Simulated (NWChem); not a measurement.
C$_{2}$H$_{6}$BO$_{2}$ cation

```xyz
11

C      0.0426     2.6275     0.0544
O     -0.1515     1.2342    -0.2184
B     -0.0020    -0.0003    -0.1841
O      0.1462    -1.2349    -0.2271
C     -0.0390    -2.6277     0.0544
H     -0.1198     2.7914     1.1260
H      1.0646     2.8926    -0.2403
H     -0.6932     3.1764    -0.5430
H      0.4952    -3.1853    -0.7223
H      0.3842    -2.8316     1.0447
H     -1.1133    -2.8439     0.0264
```
Atoms are numbered in this order, from 1.

All runs: NWChem. Pople sets run with spherical d functions. Coordinates come from a PBE0/def2-SVP optimisation. Vzz is the largest principal value of the second derivative of the potential at the nucleus (NWChem prints the opposite sign); η is the asymmetry. Non-relativistic.

```
level               Vzz O4 (a.u.)  η O4  Vzz B3 (a.u.)  η B3  relative time
------------------  -------------  ----  -------------  ----  -------------
PBE0/def2-SVP               1.429  0.02         -0.281  0.03              1
PBE0/def2-TZVP              1.441  0.02         -0.299  0.03              3
CAM-B3LYP/6-31G*            1.413  0.02         -0.281  0.02              2
CAM-B3LYP/def2-SVP          1.399  0.02         -0.298  0.02              4
```

Relative times are rough (shared machine, one core).
